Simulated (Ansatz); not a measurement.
Gas-phase electronic energies from Ansatz, PBE0-D4/def2-TZVP geometries. CBS: MP2 limit from def2 TZ/QZ plus the TZ coupled-cluster correction, frozen cores. DFT in def2-TZVPP. For Ge outer-core shells are correlated without core-valence functions, which leaves a few kJ/mol of doubt a bond. Scalar relativity is left out up to krypton. Each species was taken in one conformer, which may not be the lowest.

Reaction (redistribution): `[AlH2][SiH2][GeH3]` + `[SiH3][SiH2][SiH2][GeH2][SiH2][SiH3]` → `[SiH3][SiH2][SiH2][GeH2][SiH2][GeH3]` + `[AlH2][SiH2][SiH3]`

`[AlH2][SiH2][GeH3]`:

Cartesian coordinates in Å:
```
Al 0.932 -1.695 1.128
Si 0.630 -0.189 -0.773
Ge -1.116 1.368 -0.290
H 1.923 -1.306 2.307
H 0.089 -3.037 1.228
H 0.239 -0.908 -2.021
H 1.854 0.609 -1.075
H -1.352 2.339 -1.459
H -2.434 0.624 -0.006
H -0.766 2.195 0.961
```

`[SiH3][SiH2][SiH2][GeH2][SiH2][SiH3]`:

Cartesian coordinates in Å:
```
Si -0.650 2.442 0.912
Si 0.224 1.870 -1.181
Si 2.171 0.616 -0.877
Ge 1.685 -1.269 0.496
Si -0.237 -2.439 -0.296
Si -2.240 -1.483 0.442
H 0.244 3.437 1.563
H -2.015 3.022 0.798
H -0.715 1.236 1.781
H 0.493 3.103 -1.972
H -0.758 1.040 -1.933
H 2.695 0.135 -2.186
H 3.219 1.455 -0.232
H 2.895 -2.223 0.517
H 1.436 -0.803 1.943
H -0.211 -2.465 -1.785
H -0.186 -3.848 0.187
H -3.393 -2.329 0.031
H -2.231 -1.374 1.925
H -2.426 -0.124 -0.133
```

`[SiH3][SiH2][SiH2][GeH2][SiH2][GeH3]`:

Z-matrix (Å, degrees):
```
Si
Si 1 2.340
H 1 1.487 2 111.0
H 1 1.488 2 110.0 3 120.1
H 1 1.487 2 109.8 3 -120.2
Si 2 2.340 1 112.6 3 63.4
H 2 1.491 1 109.6 3 -58.3
H 2 1.491 1 108.0 3 -175.6
Ge 6 2.382 2 111.1 1 -80.2
H 6 1.489 2 109.5 1 40.4
H 6 1.490 2 109.8 1 158.8
Si 9 2.379 6 110.9 2 54.0
H 9 1.541 6 109.5 2 174.7
H 9 1.541 6 109.2 2 -67.5
Ge 12 2.379 9 109.5 6 52.0
H 12 1.488 9 109.0 6 -68.3
H 12 1.489 9 110.5 6 172.9
H 15 1.538 12 110.3 9 -49.0
H 15 1.538 12 111.8 9 -169.6
H 15 1.539 12 109.7 9 69.8
```

`[AlH2][SiH2][SiH3]`:

Cartesian coordinates in Å:
```
Al -2.141 0.565 -0.172
Si 0.102 0.026 -0.990
Si 1.512 -0.436 0.823
H -3.206 -0.589 0.062
H -2.522 2.064 0.189
H 0.709 1.155 -1.754
H 0.104 -1.175 -1.876
H 2.895 -0.764 0.385
H 1.571 0.742 1.732
H 0.976 -1.588 1.600
```

Question: Is it downhill or uphill in electronic energy at CCSD(T)/CBS, and by how much? (Best estimate.)

Answer: Ansatz gave: Nearly level: ΔE = -0.3 kJ/mol.

Question: What do these levels give: revPBE-D4, PBE, PBE0, CAM-B3LYP, CCSD/def2-TZVPP, HF/def2-QZVPP? (Best estimate.)

Answer: Computed: revPBE-D4 -0.1, PBE -0.5, PBE0 -0.4, CAM-B3LYP -0.4, CCSD/def2-TZVPP -1.0, HF/def2-QZVPP -0.1 kJ/mol.

Largest T1 diagnostic among the species: 0.013.

Leaving LDA and LC-ωPBE aside and taking each functional with its dispersion term where it has one, the values, not all of them listed here, spread over 0.7 kJ/mol, from PBE-QIDH to BLYP-D4.
